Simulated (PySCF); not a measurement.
Simulation results for CH₆NOSi, C₂H₆NSi

Calculation on a computer-drawn molecule: the log of a Hartree-Fock and frozen-core CCSD(T) single point meant for a local Hartree-Fock minimum, with one planted fault or none, to be diagnosed. Offsets are logged minus clean, where the clean run is the same molecule without the fault. The reference is restricted for singlets and unrestricted otherwise, and also for a bond in bohr or an excited solution. Adding or removing an electron swaps singlet and doublet. The excited solution moves the top pair (singlet) or top alpha electron (doublet) to the lowest empty orbital. Highest occupied and lowest empty are orbital energies over both spins, largest force is the largest gradient component, triples share is (T) over the correlation energy, the T1 limit is 0.02 restricted and 0.045 unrestricted, electrons count all cores, a negative frequency is imaginary (commonest isotopes), and the dipole is about the centre of nuclear charge. Program: PySCF 2.14.0.

Common to all runs: meant charge 0; meant multiplicity 2; meant basis cc-pV(D+d)Z; logged basis functions 95; logged SCF converged yes; possible faults no fault, one electron removed, one electron added, multiplicity raised by two, geometry at a saddle point, SCF held on an excited solution, minimal basis STO-3G, one bond length entered in bohr, all coordinates scaled.

(1) 
```xyz
10
formula=CH6NOSi logged_electrons=41 logged_spin_squared=1.2554 logged_highest_occupied=-7.6884 logged_lowest_empty=2.9708 logged_largest_force=0.095503 logged_T1_diagnostic=0.05448 logged_D1_diagnostic=0.26854 logged_triples_share=0.028963 logged_CC_converged=yes logged_dipole_magnitude=3.7205 logged_SCF_stable_within_its_kind=yes logged_energy_HF=-459.55043 logged_energy_CCSD(T)=-460.19302 planted_fault=one_bond_length_entered_in_bohr,row_2_of_the_drawn_bonds HF_energy_offset_from_clean_run=58.29 CCSD(T)_energy_offset_from_clean_run=53.2
C      0.6099     1.5847     0.5984
N      0.2863     1.0652    -0.6605
Si    -1.8331    -1.3198    -1.2875
O     -1.4365    -2.7644    -0.6022
H      1.1135     2.5425     0.6305
H     -0.0497     1.3279     1.4180
H      0.8403     1.4241    -1.4126
H     -1.8636    -1.4092    -2.7625
H     -3.1573    -1.0209    -0.7215
H     -0.5723    -3.1170    -0.7524
```

Units: logged_highest_occupied, logged_lowest_empty in eV; logged_largest_force in hartree/bohr; logged_dipole_magnitude in debye; logged_energy_HF, logged_energy_CCSD(T) in hartree; HF_energy_offset_from_clean_run, CCSD(T)_energy_offset_from_clean_run in kcal/mol.

Drawn bonds:
```
atom  other atom  order
   1           2      1
   2           3      1
   3           4      1
   1           5      1
   1           6      1
   2           7      1
   3           8      1
   3           9      1
   4          10      1
```

Notes: T1 above single-reference limit.

(2) 
```xyz
10
formula=C2H6NSi logged_electrons=39 logged_spin_squared=1.6017 logged_highest_occupied=-2.2583 logged_lowest_empty=-0.81455 logged_largest_force=0.076051 logged_dipole_magnitude=1.7812 logged_SCF_stable_within_its_kind=no logged_energy_HF=-422.36776 planted_fault=SCF_held_on_an_excited_solution HF_energy_offset_from_clean_run=108.2
C      0.6940    -0.3379     2.6168
N     -0.2969    -0.5231     1.6450
Si    -1.0920     0.6738     0.7282
C     -2.1554     0.4007    -0.5543
H      0.8466     0.6705     2.9778
H      0.8851    -1.1618     3.2912
H     -0.4783    -1.4829     1.4219
H     -0.7148     2.0029     1.2245
H     -2.4271    -0.5796    -0.9279
H     -2.6218     1.2435    -1.0519
```

Units: logged_highest_occupied, logged_lowest_empty in eV; logged_largest_force in hartree/bohr; logged_dipole_magnitude in debye; logged_energy_HF in hartree; HF_energy_offset_from_clean_run in kcal/mol.

Drawn bonds:
```
atom  other atom  order
   1           2      1
   2           3      1
   3           4      2
   1           5      1
   1           6      1
   2           7      1
   3           8      1
   4           9      1
   4          10      1
```

Notes: coupled-cluster numbers left out as unreliable.

(3) 
```xyz
10
formula=C2H6NSi logged_electrons=39 logged_spin_squared=0.7859 logged_highest_occupied=-7.715 logged_lowest_empty=3.3468 logged_largest_force=1.567e-05 logged_lowest_frequency=91.399 logged_T1_diagnostic=0.019304 logged_D1_diagnostic=0.083139 logged_triples_share=0.031258 logged_CC_converged=yes logged_dipole_magnitude=1.8876 logged_SCF_stable_within_its_kind=yes logged_energy_HF=-422.54022 logged_energy_CCSD(T)=-423.12732 planted_fault=no_fault HF_energy_offset_from_clean_run=0 CCSD(T)_energy_offset_from_clean_run=0
C      0.6940    -0.3379     2.6168
N     -0.2969    -0.5231     1.6450
Si    -1.0920     0.6738     0.7282
C     -2.1554     0.4007    -0.5543
H      0.8466     0.6705     2.9778
H      0.8851    -1.1618     3.2912
H     -0.4783    -1.4829     1.4219
H     -0.7148     2.0029     1.2245
H     -2.4271    -0.5796    -0.9279
H     -2.6218     1.2435    -1.0519
```

Units: logged_highest_occupied, logged_lowest_empty in eV; logged_largest_force in hartree/bohr; logged_lowest_frequency in cm⁻¹; logged_dipole_magnitude in debye; logged_energy_HF, logged_energy_CCSD(T) in hartree; HF_energy_offset_from_clean_run, CCSD(T)_energy_offset_from_clean_run in kcal/mol.

Drawn bonds:
```
atom  other atom  order
   1           2      1
   2           3      1
   3           4      2
   1           5      1
   1           6      1
   2           7      1
   3           8      1
   4           9      1
   4          10      1
```
